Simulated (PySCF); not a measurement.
## Frontier levels across methods

Species: CH3F3OSi.
Z-matrix (Å and degrees, PBE0-D3(BJ)/def2-SVP geometry), rows numbered from 1:
```
O 
Si  1  1.6552
C   2  1.9310  1  110.43
F   3  1.3472  2  111.05  1   -58.38
F   3  1.3423  2  110.83  1  -177.46
F   3  1.3389  2  113.08  1    61.98
H   1  0.9619  2  118.05  3    65.86
H   2  1.4908  1  113.19  3  -117.61
H   2  1.4817  1  107.56  3   117.44
```

Basis pcSseg-2 throughout (PySCF), one geometry. Isolated species at its PBE0-D3(BJ)/def2-SVP geometry (one conformer only).

**Question.** How do the orbital energies, the gap and the dipole change with the method?

**Answer.** 
```json
{"method": "OPBE", "kind": "GGA", "HOMO (eV)": "-7.48", "LUMO (eV)": "-1.07", "gap (eV)": "6.41", "μ (D)": "1.79", "SCF cycles": "16"}
{"method": "BLYP", "kind": "GGA", "HOMO (eV)": "-7.54", "LUMO (eV)": "-1.27", "gap (eV)": "6.26", "μ (D)": "1.90", "SCF cycles": "15"}
{"method": "PBE", "kind": "GGA", "HOMO (eV)": "-7.58", "LUMO (eV)": "-1.33", "gap (eV)": "6.25", "μ (D)": "1.85", "SCF cycles": "15"}
{"method": "B97-D", "kind": "GGA", "HOMO (eV)": "-7.63", "LUMO (eV)": "-1.15", "gap (eV)": "6.48", "μ (D)": "1.87", "SCF cycles": "15"}
{"method": "BP86", "kind": "GGA", "HOMO (eV)": "-7.69", "LUMO (eV)": "-1.31", "gap (eV)": "6.38", "μ (D)": "1.85", "SCF cycles": "15"}
{"method": "KT2", "kind": "GGA", "HOMO (eV)": "-7.72", "LUMO (eV)": "-1.47", "gap (eV)": "6.25", "μ (D)": "1.89", "SCF cycles": "16"}
{"method": "LDA", "kind": "LDA", "HOMO (eV)": "-7.74", "LUMO (eV)": "-1.58", "gap (eV)": "6.17", "μ (D)": "1.91", "SCF cycles": "15"}
{"method": "KT3", "kind": "GGA", "HOMO (eV)": "-7.75", "LUMO (eV)": "-1.41", "gap (eV)": "6.34", "μ (D)": "1.88", "SCF cycles": "16"}
{"method": "B97-2", "kind": "global hybrid", "HOMO (eV)": "-8.90", "LUMO (eV)": "-0.44", "gap (eV)": "8.46", "μ (D)": "1.97", "SCF cycles": "14"}
{"method": "B3LYP", "kind": "global hybrid", "HOMO (eV)": "-8.98", "LUMO (eV)": "-0.77", "gap (eV)": "8.21", "μ (D)": "2.02", "SCF cycles": "13"}
{"method": "PBE0", "kind": "global hybrid", "HOMO (eV)": "-9.17", "LUMO (eV)": "-0.48", "gap (eV)": "8.69", "μ (D)": "1.99", "SCF cycles": "13"}
{"method": "mPW1PW91", "kind": "global hybrid", "HOMO (eV)": "-9.21", "LUMO (eV)": "-0.47", "gap (eV)": "8.75", "μ (D)": "1.99", "SCF cycles": "13"}
{"method": "CAM-B3LYP", "kind": "range-separated hybrid", "HOMO (eV)": "-10.68", "LUMO (eV)": "0.37", "gap (eV)": "11.05", "μ (D)": "2.08", "SCF cycles": "13"}
{"method": "BHandHLYP", "kind": "global hybrid", "HOMO (eV)": "-10.77", "LUMO (eV)": "0.24", "gap (eV)": "11.01", "μ (D)": "2.16", "SCF cycles": "13"}
{"method": "wB97X-D", "kind": "range-separated hybrid", "HOMO (eV)": "-11.08", "LUMO (eV)": "1.34", "gap (eV)": "12.41", "μ (D)": "2.01", "SCF cycles": "14"}
{"method": "LC-wPBE", "kind": "range-separated hybrid", "HOMO (eV)": "-11.94", "LUMO (eV)": "1.63", "gap (eV)": "13.57", "μ (D)": "2.05", "SCF cycles": "13"}
{"method": "HF", "kind": "Hartree–Fock", "HOMO (eV)": "-13.16", "LUMO (eV)": "2.27", "gap (eV)": "15.43", "μ (D)": "2.27", "SCF cycles": "10"}
```

The HOMO spans 5.68 eV, from OPBE down to HF, and the gap runs from 6.17 eV (LDA) to 15.43 eV (HF). Over the methods OPBE (0 %), BLYP (0 %), PBE (0 %), B97-D (0 %), BP86 (0 %), KT2 (0 %), LDA (0 %), KT3 (0 %), B97-2 (21 %), B3LYP (20 %), PBE0 (25 %), mPW1PW91 (25 %), BHandHLYP (50 %), HF (100 %), a straight line through the gap against the share of exact exchange rises by 0.92 eV for each 10 % (correlation coefficient 0.999). The dipole ranges from 1.79 D (OPBE) to 2.27 D (HF). This basis has no diffuse functions.

The vertical ΔSCF ionisation energy at PBE0/def2-SVPD is 11.43 eV; −ε(HOMO) comes closest to it with wB97X-D (11.08 eV).
